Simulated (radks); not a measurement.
Task: Method: non-relativistic Kohn-Sham, PBE, spin-polarised, spherical densities, point nucleus; open shells are filled with parallel spins first; computed with a radial shooting solver on a logarithmic mesh with Libxc functionals. Response by self-consistent Sternheimer equations with the Hartree and adiabatic LDA kernel. For heavy and open-shell atoms this level of theory can miss by tens of per cent. Rank Ge, Ar, O, Ne2+, Mn, Cr, O+, Ne+ (NIST ground configurations) by static dipole polarisability, largest first.

Result: Cr 72.13, Mn 71.55, Ge 45.43, Ar 11.99, O 6.097, O+ 2.628, Ne+ 1.413, Ne2+ 0.8700 bohr^3.
